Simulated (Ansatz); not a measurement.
Isolated molecules relaxed with PBE0-D4/def2-TZVP in Ansatz; ΔE leaves out vibrations. CCSD(T)/CBS is the MP2 limit (def2-TZVPP, def2-QZVPP) plus CCSD(T) − MP2 in def2-TZVPP, frozen cores. This one scheme is used for every species. DFT in def2-TZVPP. For Ge outer-core shells are correlated without core-valence functions, which leaves a few kJ/mol of doubt a bond. Scalar relativity is left out up to krypton. One conformer a species, not always the lowest.

Reaction (cleavage of the Ge–B bond): `[SiH3][SiH2][BH][GeH3]` + `NC=O` → `O=C[NH][GeH3]` + `B[SiH2][SiH3]`

Problem. Is it downhill or uphill in electronic energy at CCSD(T)/CBS, and by how much? (An estimate is asked.)

Solution. Computed: Downhill: ΔE = -0.12 eV.

Problem. What do these levels give: PBE-D4, PBE0-D4, ωB97M-V, B2PLYP, PBE, r2SCAN, PBE0, HF/def2-TZVPP, CCSD/def2-TZVPP, CCSD(T)/def2-TZVPP, HF/def2-QZVPP, SCS-MP2/def2-QZVPP? (Best estimate.)

Solution. The calculation gave: PBE-D4 0.04, PBE0-D4 0.00, ωB97M-V -0.13, B2PLYP -0.17, PBE 0.03, r2SCAN -0.06, PBE0 -0.02, HF/def2-TZVPP -0.33, CCSD/def2-TZVPP -0.17, CCSD(T)/def2-TZVPP -0.16, HF/def2-QZVPP -0.34, SCS-MP2/def2-QZVPP -0.23 eV.

Largest T1 diagnostic among the species: 0.016.

In def2-TZVPP, CCSD(T) changes the Hartree–Fock value by +0.17 eV (the triples alone add +0.01 eV) and MP2 by +0.13 eV. From PBE to PBE0 (25 % exact exchange), in def2-TZVPP and without D4, ΔE moves by −0.05 eV.
